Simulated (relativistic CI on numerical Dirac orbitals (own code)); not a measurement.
**Cubic crystal-field splitting of Pr⁴⁺ by operator equivalents**

Problem. Pr⁴⁺ (4f) sits in a cubic field with the Wybourne parameters B⁴₀ = 4000 and B⁶₀ = 750 cm⁻¹. Find the levels of its ground J multiplet, neglecting the mixing with the other J.

Working.
1. One f electron has the ground level ²F5/2 with g_J = 6/7 and the Stevens factor β = 2/315. Rank 6 cannot act within J = 5/2.
2. Stevens form: B₄ = β B⁴₀/8 = 3.1746 cm⁻¹, in H = B₄(O₄⁰ + 5O₄⁴).
3. The eigenvalues of O₄⁰ + 5O₄⁴ for J = 5/2 are −240 (Γ7 doublet) and +120 (Γ8 quartet): E(Γ7) = -761.9, E(Γ8) = 381.0 cm⁻¹.
4. Order and energies above the lowest: Γ7 0.0, Γ8 1142.9 cm⁻¹. A Γ7 ground doublet has the isotropic |g| = 1.429.

Check. Diagonalising spin-orbit coupling (free-ion gap 2909 cm⁻¹, from a Dirac-Coulomb-Breit calculation) and field together in all 14 states gives Γ7 0.0, Γ8 979.7 cm⁻¹, with |g| = 1.286. The other multiplet starts at 2880 cm⁻¹; the differences from the hand values come from J mixing and grow with the ratio of the field to that gap.
